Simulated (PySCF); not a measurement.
## Two-component Hartree-Fock for Sr(2+) (strontium, charge +2)

Start: [Kr]. Calculated with PySCF 2.14 in x2c-TZVPPall-2c with one added diffuse shell each of s, p, d, f type (9s10p8d3f1g, 109 functions): generalised Hartree-Fock with the X2C-1e Hamiltonian and a Gaussian nucleus; spin-orbit coupling (SO) screened by Boettger's factors.

```
spinor shell  electrons  ε, screened SO (eV)  weight of nominal j (screened SO)  rms radius, screened SO (bohr)
       1s1/2          2             -16210.6                              1.000                          0.0451
       2s1/2          2              -2274.9                              1.000                           0.187
       2p1/2          2              -2064.5                              1.000                           0.164
       2p3/2          4              -1994.9                              1.000                           0.167
       3s1/2          2              -393.19                              1.000                           0.524
       3p1/2          2              -315.07                              1.000                           0.528
       3p3/2          4              -303.89                              1.000                           0.539
       3d3/2          4              -166.75                              1.000                           0.545
       3d5/2          6              -164.82                              1.000                           0.548
       4s1/2          2              -66.252                              1.000                            1.45
       4p1/2          2              -43.954                              1.000                            1.64
       4p3/2          4              -42.654                              1.000                            1.68
```

```tsv
quantity	screened SO
E (hartree)	-3176.88226
M_J	0
⟨J²⟩	0.000
⟨L²⟩	0.006
⟨S²⟩	0.006
```

Breit and QED terms are absent; they matter most for the inner s and p1/2 levels.

Densities and radii are taken from the X2C orbitals without a picture-change correction, which distorts them close to the nucleus.
